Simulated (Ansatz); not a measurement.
Relaxation of a periodic cell of 19 atoms, C$_{18}$Se (surface graphene monolayer, adsorbate Se), to a largest force component of 0.03 eV/Å in at most 60 steps.

The calculation used DFT PBE, scalar-relativistic, plane waves, PAW (Ansatz 0.2.0). Settings: cutoff 420 eV, k mesh 2x2x1, fermi-dirac smearing 0.05 eV, no spin polarisation.

```xyz
19
Lattice="7.3980 0.0000 0.0000 -3.6990 6.4069 0.0000 0.0000 0.0000 13.0000" Properties=species:S:1:pos:R:3:forces:R:3
C 0.000 0.000 1.000 0.64 0.37 -0.16
C 1.233 0.712 1.000 -1.25 -0.72 -1.32
C -1.233 2.136 1.000 -0.44 -0.30 0.03
C 0.000 2.847 1.000 0.75 -0.17 -0.16
C -2.466 4.271 1.000 -0.48 -0.23 0.03
C -1.233 4.983 1.000 0.23 0.73 -0.16
C 2.466 0.000 1.000 -1.26 -1.89 -1.58
C 3.699 0.712 1.000 0.56 -1.78 -0.64
C 1.233 2.136 1.000 -2.27 -0.14 -1.58
C 2.466 2.847 1.000 -1.27 1.38 -0.64
C 0.000 4.271 1.000 0.15 0.09 0.14
C 1.233 4.983 1.000 -0.28 -0.16 0.05
C 4.932 0.000 1.000 0.34 -0.17 -0.15
C 6.165 0.712 1.000 -0.29 0.29 0.03
C 3.699 2.136 1.000 1.34 0.77 -0.71
C 4.932 2.847 1.000 1.08 0.62 -0.16
C 2.466 4.271 1.000 0.02 0.38 -0.15
C 3.699 4.983 1.000 0.10 -0.40 0.03
Se 2.877 1.661 2.760 2.33 1.34 7.10
```

Problem. Where does it end, and by what steps?

Solution. The forces met the threshold. Limits of this set-up: coarse k mesh, slab without dipole correction. After 7 steps the energy has fallen by 2.727 eV; Se19 moved furthest, 1.03 Å. Parted: C8–Se19, C10–Se19.

```csv
step,energy less start (eV),largest force component (eV/Å),accepted
0,0.0000,7.097,yes
1,-1.4096,3.936,yes
2,-2.1419,1.708,yes
3,-2.5021,0.678,yes
4,-2.6680,0.386,yes
5,-2.7230,0.104,yes
6,-2.7262,0.106,yes
7,-2.7270,0.013,yes
```

```xyz
19
Lattice="7.3980 0.0000 0.0000 -3.6990 6.4069 0.0000 0.0000 0.0000 13.0000" Properties=species:S:1:pos:R:3
C -0.042 -0.024 0.907
C 1.192 0.688 0.925
C -1.270 2.114 0.945
C -0.041 2.826 0.932
C -2.503 4.250 0.945
C -1.272 4.958 0.932
C 2.423 -0.029 0.949
C 3.657 0.665 1.038
C 1.186 2.112 0.949
C 2.405 2.834 1.038
C -0.042 4.247 0.948
C 1.189 4.958 0.939
C 4.892 -0.029 0.955
C 6.122 0.688 0.929
C 3.659 2.113 1.196
C 4.911 2.835 1.023
C 2.421 4.251 0.955
C 3.657 4.958 0.929
Se 3.625 2.093 3.326
```

Whether the end is a true minimum wasn't checked by a vibrational analysis.

Time of the run: 43 s on 1 thread of Arm Neoverse V2 (shared host), peak memory 0.68 GiB.
